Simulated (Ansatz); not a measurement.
OsO3(NH) (OsNO3H). Total charge 0; singlet. Geometry PBE0-D4/def2-SVP; atoms count from 1.

```
atom   x (Å)   y (Å)   z (Å)
 Os1  -0.259   0.043  -0.368
  O2   0.030   1.557  -1.089
  O3   0.101  -1.190  -1.485
  O4  -1.898  -0.063   0.077
  N5   0.726  -0.134   1.017
  H6   1.300  -0.214   1.848
```

In the def2 sets Os takes a core potential; there is no spin–orbit coupling. The restricted singlet is unstable towards broken spin symmetry in Hartree–Fock (as tested in another run); at PBE0-D4/def2-TZVP this wasn't settled.

Q: Estimate the Mulliken populations from the PBE0/def2-TZVP orbitals of Ansatz.

A: 
```tsv
atom	charge (e)	d electrons
Os1	1.55	5.29
O2	-0.42	–
O3	-0.42	–
O4	-0.42	–
N5	-0.58	–
H6	0.30	–
```
Mulliken values and Mayer orders depend strongly on the basis.

Q: And the Mayer bond orders between bonded heavy atoms (over 0.3)?

A: Os1–O2 1.70 (1.70 Å); Os1–O3 1.70 (1.70 Å); Os1–O4 1.70 (1.70 Å); Os1–N5 1.81 (1.71 Å).
